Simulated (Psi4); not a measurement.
C₃H₇, doublet, geometry from GFN2-xTB. Base run: SVWN/aug-cc-pVDZ (Psi4 1.11).

The Psi4 input:
```
memory 2 GB

molecule mol {
0 2
C    -0.080734    0.514254    0.002024
C     0.044777   -0.197533    1.290932
C     0.044453   -0.188022   -1.292255
H    -0.463600    1.520729    0.005251
H     0.404199    0.470417    2.074071
H     0.430184    0.478883   -2.064031
H    -0.922652   -0.592384    1.631684
H     0.725273   -1.044071    1.204624
H     0.703359   -1.051180   -1.205875
H    -0.927738   -0.554586   -1.649926
}

set {
  basis aug-cc-pvdz
  reference uks
}

energy('svwn')
print_variables()
```

Each row names what was changed in the base input (with any setting that the change needs).

```csv
change,ΔE vs base (eV),point group used,SCF cycles
base,0.00,c1,9
molecule keys = no_reorient,0.00,c1,9
"molecule keys = symmetry c1, no_reorient, no_com",0.00,c1,9
molecule keys = symmetry c1,0.00,c1,9
jitter_ang = 0.002,0.01,c1,10
```

Open shells are given as the SCF converged; they aren't shown to be the lowest states, and a large step between rows can be another state.
